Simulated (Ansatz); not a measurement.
Ideal-gas functions of C$_{2}$H$_{3}$BOS (`BOC#CS`) at 500 K and 1 bar, from an Ansatz frequency run at PBE0-D4/def2-TZVP.

Molar mass 85.92 g/mol, point group Cs (symmetry number 1), electronic degeneracy 1, moments of inertia 11.37, 344.831, 356.202 u Å². Harmonic wavenumbers (cm⁻¹, unscaled): 38, 128, 190, 261, 332, 486, 523, 575, 974, 1006, 1033, 1082, 1261, 1372, 2367, 2606, 2675, 2724.

Use S(trans) = R[1.5 ln M + 2.5 ln T − 1.1517]; rotational temperatures θ = 24.2544 K / I; S(rot) = R[ln(√π/σ · √(T³/θAθBθC)) + 1.5]; for each mode x = 1.438777 ν̃/T, S = R[x/(eˣ − 1) − ln(1 − e⁻ˣ)] and H = RT x/(eˣ − 1); 1 cm⁻¹ = 0.0119627 kJ/mol; R = 8.31446 J/(mol·K).

Task: By hand: the entropy, in J/(mol·K).

Result: Translation 175.1. Rotation: θ = 2.1332, 0.0703, 0.0681 K, giving 113.8. Vibration, mode by mode: 26.72, 16.67, 13.44, 10.89, 9.00, 6.17, 5.66, 5.02, 2.02, 1.88, 1.77, 1.58, 1.05, 0.81, 0.07, 0.04, 0.03, 0.03, in all 102.8. Electronic 0.0. Sum 391.7 J/(mol·K).

Task: By hand: H − E and G − E in kJ/mol, counted from the electronic energy.

Result: Zero-point energy ½ × 19633 × 0.0119627 = 117.4; thermal vibration 24.6; translation, rotation and pV give 4 RT = 16.6. H − E = 158.6 kJ/mol, and G − E = 158.6 − 500 × 391.7/1000 = -37.2 kJ/mol.

Vibration gives 26 % of the entropy, 43.4 J/(mol·K) of it from the modes under 150 cm⁻¹: soft modes count most, and the harmonic formula is weakest for them. The sum counts one conformer and one mirror image; others add a mixing term.
